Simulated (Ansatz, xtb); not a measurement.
**Relative energy of two isomers of CH7BSeSi**

Structure X: `CB[Se][SiH3]`, a singlet. Structure Y: `B[Se][SiH2]C`, a singlet. Both are isolated molecules in the gas phase, relaxed with B3LYP-D3(BJ)/def2-SVP; the shapes shown needn't be the lowest conformers.

X (Å):

```xyz
11

C    -2.5750    0.5276   -0.8905
B    -1.1939    0.3794   -0.1738
Se   -1.0776    0.3825    1.7615
Si    1.2142    0.1359    1.9329
H    -3.4459    0.6279   -0.2260
H    -2.5419    1.4050   -1.5631
H    -2.7360   -0.3413   -1.5553
H    -0.1720    0.2614   -0.8058
H     1.5443    0.1207    3.3848
H     1.9076    1.2745    1.2704
H     1.6453   -1.1430    1.3047
```

Y (Å):

```xyz
11

C    -1.0005    2.4332    0.4286
B    -0.7049   -0.6933    2.6154
Se   -1.7501    0.7335    3.3542
Si   -0.6880    2.5016    2.2793
H     0.1991   -0.4729    1.8523
H    -0.9961   -1.8098    2.9526
H    -1.2598    3.7400    2.8796
H     0.7681    2.4315    2.5832
H    -2.0794    2.4778    0.2145
H    -0.6016    1.4982    0.0059
H    -0.5079    3.2805   -0.0765
```

Energies in hartree; the thermal terms are from B3LYP-D3(BJ)/def2-SVP harmonic frequencies (ideal gas, rigid rotor, one conformer each, 298.15 K, 1 atm) and include the zero-point energy:

```
                               X            Y
E, CCSD(T)/def2-SVP  −2755.651540  −2755.647966
    E, MP2/def2-SVP  −2755.582268  −2755.578903
  E, MP2/def2-TZVPP  −2756.166007  −2756.165607
  zero-point energy      0.075085      0.075837
       H(298 K) − E      0.083471      0.084018
       G(298 K) − E      0.042431      0.043680
```

Q: Correct the CCSD(T) difference for the basis set by the MP2 change, then work out ΔE, ΔE₀, ΔH and ΔG for X → Y in kcal/mol (1 Eh = 627.51 kcal/mol) and the equilibrium ratio [Y]/[X].

A: 1. Differences Y − X: CCSD(T) +0.003574, MP2 in the small set +0.003365, MP2 in the large set +0.000400 Eh.
2. ΔE = +0.003574 + (+0.000400 − (+0.003365)) = +0.000609 Eh = +0.38 kcal/mol.
3. ΔE₀ = ΔE + ΔZPE = +0.000609 + (+0.000752) Eh = +0.85 kcal/mol.
4. ΔH = ΔE + (+0.000547) Eh = +0.73 kcal/mol.
5. ΔG = ΔE + (+0.001249) Eh = +1.17 kcal/mol, so ΔS = (ΔH − ΔG)/T = −6.2 J/(mol K).
6. kT = 0.9442 mEh, so K = [Y]/[X] = exp(−ΔG/kT) = exp(−1.97) ≈ 0.14.

Structure X is favoured at this temperature. An error of 1 kcal/mol in ΔG would change K by a factor of 5.4. Mirror images and further conformers aren't counted.

As drawn, Y has 1 C–Si, 1 B–H in place of 1 C–B, 1 Si–H.

Other levels gave ΔE = +1.7 (GFN2-xTB); −0.3 (HF/STO-3G, GFN2-xTB geometries); +2.7 (r2SCAN-D4/def2-SVP, GFN2-xTB geometries); +2.0 (B3LYP-D3(BJ)/def2-SVP); +2.5 (HF/def2-SVP); +2.1 (MP2/def2-SVP); +2.2 (CCSD(T)/def2-SVP) kcal/mol. The correlated steps freeze 16 core orbitals; the filled d shell of Se is correlated, in a basis made for valence electrons. Programs: Ansatz 0.2.0, xtb 6.7.1.
